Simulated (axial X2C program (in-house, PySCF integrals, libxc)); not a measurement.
**MoO: nuclear properties from DFT to coupled cluster**

Computed with an axial X2C code built on PySCF integrals: two-component X2C with atomic mean-field Coulomb and Gaunt terms, Gaussian nuclei, basis Mo dyall-acv3z, O dyall-av3z with contracted cores.

R = 1.685 Å (near the PBE0 minimum at charge 0 of the determinant lowest at the starting distance; the state shown can have its own minimum elsewhere); state Ω = 1 (⟨Sz⟩ = 2.00, ⟨Lz⟩ = -1.00 at PBE0).

```
level  Eeff magnitude (GV/cm)  Ws magnitude Mo (kHz)  A∥/gI Mo (MHz)  qzz Mo (a.u.)  A∥/gI O (MHz)  μ (D)
 PBE0                    1.45                  0.842            1590           0.35           -136  -3.24
   HF                    2.78                   1.43            1110          -0.08           -296  -3.27
B3LYP                    1.61                   0.92            1670           0.27           -125  -3.20
```

Eeff is the effective electric field on the electron electric dipole moment in this Ω state and Ws the scalar–pseudoscalar constant of the nucleus named (defined with the proton number Z and per Ω); A∥ (defined per Ω) follows by multiplying with gI = μI/(I μN); qzz is the electric field gradient, eQq0 = 234.96 MHz × Q/barn × qzz; μ is positive if the O end (last atom) is positive. The operators were transformed with the bare-nucleus X2C matrices; with these basis sets, hyperfine constants and field gradients can be off by tens of per cent, and where levels differ in sign neither size nor sign is settled.

Finite-field MP2, CCSD and CCSD(T), with 20 electrons correlated in 130 natural virtual spinors (MP2 remainder added):

```json
{"level": "MP2", "Eeff magnitude (GV/cm)": "2.98", "Ws magnitude Mo (kHz)": "1.64", "A∥/gI Mo (MHz)": "1520", "qzz Mo (a.u.)": "3.71", "A∥/gI O (MHz)": "170", "μ (D)": "-6.60"}
{"level": "CCSD", "Eeff magnitude (GV/cm)": "1.79", "Ws magnitude Mo (kHz)": "1.02", "A∥/gI Mo (MHz)": "1460", "qzz Mo (a.u.)": "0.51", "A∥/gI O (MHz)": "-125", "μ (D)": "-3.47"}
{"level": "CCSD(T)", "Eeff magnitude (GV/cm)": "1.71", "Ws magnitude Mo (kHz)": "0.989", "A∥/gI Mo (MHz)": "1480", "qzz Mo (a.u.)": "0.60", "A∥/gI O (MHz)": "-92.5", "μ (D)": "-3.41"}
```

T1 = 0.051 (Lee–Taylor), a sign of multireference character. One unrestricted determinant, the lowest of a limited PBE0 search, is the reference; the functionals treat spin collinearly. With several open shells it need not be a pure state. Eeff spreads by more than a factor of two over the levels. Correlation of the inner shells is missing, which matters for properties at the nucleus. Number of frozen shells: Mo 3 s, 2 p, 1 d; O 1 s.

**Question.** By how much does correlation change each value, CCSD(T) against HF?

**Answer.** Eeff magnitude -38 %; Ws magnitude Mo -31 %; A∥/gI Mo 33 %; qzz Mo from -0.08 to 0.60, a change of sign; A∥/gI O -69 %; μ 4 %.
